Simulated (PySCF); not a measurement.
1-bromo-1-fluoropropa-1,2-diene (C₃H₂BrF), SMILES C=C=C(F)Br.

Geometry: PBE0-D3(BJ)/def2-SVP.

Method: PBE/def2-TZVP (PySCF).

```yaml
total_energy: -2788.90133 hartree
point_group: Cs
highest_occupied_level: -6.09 eV
lowest_empty_level: -2.30 eV
orbital_gap: 3.78 eV
dipole_moment: 1.70 D
quadrupole, principal values (traceless, Buckingham form, about the centre of nuclear charge): -5.34, -2.00, 7.33 D·Å
mean_static_polarisability: 60.3 bohr³ (8.93 Å³)
polarisability_principal_values: 37.9, 47.6, 95.5 bohr³
```
